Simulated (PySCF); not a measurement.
This PySCF input asks for the NMR shieldings of `CC#C[SiH2]S[Si@@H](P)Cl`, C3H8ClPSSi2; the geometry comes from GFN2-xTB.

```python
import basis_set_exchange as bse
import numpy as np
from pyscf import gto, dft
from pyscf.prop import nmr

atoms = """
C    -3.295118    0.565781    0.533452
C    -2.220835    0.239529   -0.372181
C    -1.331336   -0.033784   -1.140408
Si    0.085042   -0.423942   -2.243303
S     1.751770   -1.067088   -0.984913
Si    1.828404    0.371813    0.591877
P     3.915789    0.341691    1.401880
Cl    1.445587    2.254682   -0.061694
H    -4.188696    0.000725    0.269568
H    -3.517674    1.630912    0.474473
H    -3.008749    0.318911    1.555478
H     0.531221    0.763716   -2.961063
H    -0.139793   -1.602227   -3.065945
H     0.751211    0.051292    1.526582
H     3.842655   -0.972920    1.824459
H     3.542924    0.837335    2.640327
"""
names = dict.fromkeys(["C", "Si", "S", "P", "Cl", "H"], "pcSseg-1")
basis = {el: gto.basis.parse(bse.get_basis(n, elements=[el], fmt="nwchem")) for el, n in names.items()}
mol = gto.M(atom=atoms, basis=basis, charge=0, verbose=0)
mf = dft.RKS(mol, xc="PBE0")
mf.grids.level = 2
mf.grids.alignment = dft.numint.BLKSIZE   # the property module wants whole blocks of grid points
mf.conv_tol = 1e-9
mf.kernel()

calc = nmr.RKS(mf)   # GIAO
C = mf.mo_coeff
Co = C[:, mf.mo_occ > 0]
resp = mf.gen_response(singlet=True, hermi=2)
def vind(x):   # induced exchange potential for any number of trial vectors
    d = np.einsum("pi,xij,qj->xpq", C, 2 * x.reshape(-1, C.shape[1], Co.shape[1]), Co, optimize=True)
    return np.einsum("xpq,pi,qj->xij", resp(d - d.transpose(0, 2, 1)), C, Co, optimize=True).ravel()
mo1, _ = nmr.rhf.solve_mo1(calc, with_cphf=vind)
sigma = calc.kernel(mo1)
for i, s in enumerate(sigma):   # ppm
    print("%2d %-2s %9.2f" % (i, mol.atom_pure_symbol(i), np.trace(s) / 3))
```

**Question.** What does it print?

**Answer.** 
```
 0 C     180.93
 1 C      67.43
 2 C     107.11
 3 Si    407.64
 4 S     709.13
 5 Si    324.53
 6 P     589.29
 7 Cl    917.23
 8 H      29.59
 9 H      29.55
10 H      29.53
11 H      26.46
12 H      26.70
13 H      25.04
14 H      30.23
15 H      30.11
```

These numbers come from an equivalent density-fitted implementation of the same equations, which agrees with the script to about 0.01 ppm for H and up to a few tenths of a ppm for heavy atoms, so last digits may differ.

**Question.** Turn these shieldings into chemical shifts. Shifts are taken against calculated references (same method and geometry level): TMS for $^{13}$C (σ = 186.93 ppm), $^{29}$Si (σ = 349.16 ppm), $^{1}$H (σ = 31.72 ppm); $^{33}$S (σ = 503.73 ppm) against CS2; $^{31}$P (σ = 318.38 ppm) vs H3PO4; $^{35}$Cl (σ = 949.78 ppm) against HCl.

**Answer.** Averaging equivalent atoms: C 1: 119.5; C 2: 79.8; C 0: 6.0; Si 5: 24.6; Si 3: -58.5; S 4: -205; P 6: -270.9; Cl 7: 33; H 13: 6.68; H 11: 5.25; H 12: 5.02; H 8/9/10: 2.16; H 14/15: 1.55 ppm. Experimental scales use liquid or dissolved standards, which lie at an offset from isolated H3PO4.

Size and cost of the density-fitted run: 211 basis functions, 77 s wall time on 1 thread of an Arm Neoverse N1, shared host.
